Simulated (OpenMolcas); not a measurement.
**C2H3ClNSi (SMILES C[Si](Cl)C#N): the vertical ionisation energy from total energies**

C2H3ClNSi has 8 atoms, charge 0, and is taken as a doublet. SMILES: `C[Si](Cl)C#N`. The coordinates come from a PBE0-D4/def2-TZVP relaxation.

Both states at this one shape; open shells run unrestricted unless said. 1 Eh = 27.2114 eV.

| level | program | doublet C2H3ClNSi (Eh) | singlet C2H3ClNSi+ (Eh) |
| --- | --- | --- | --- |
| UM06-L/def2-SVP | OpenMolcas | -882.113228 | -881.790880 |
| UTPSS/def2-SVP | OpenMolcas | -882.198321 | -881.877165 |
| UB3LYP/def2-SVP | OpenMolcas | -882.160847 | -881.837750 |
| UPBE0/def2-SVP | OpenMolcas | -881.699669 | -881.372043 |

Work out the vertical ionisation energy at each level.


1. UM06-L/def2-SVP: -881.790880 − (-882.113228) = 0.322348 Eh = 8.77 eV.
2. UTPSS/def2-SVP: -881.877165 − (-882.198321) = 0.321156 Eh = 8.74 eV.
3. UB3LYP/def2-SVP: -881.837750 − (-882.160847) = 0.323097 Eh = 8.79 eV.
4. UPBE0/def2-SVP: -881.372043 − (-881.699669) = 0.327626 Eh = 8.92 eV.

No measured value is set beside it here; the levels span 8.74 to 8.92 eV.
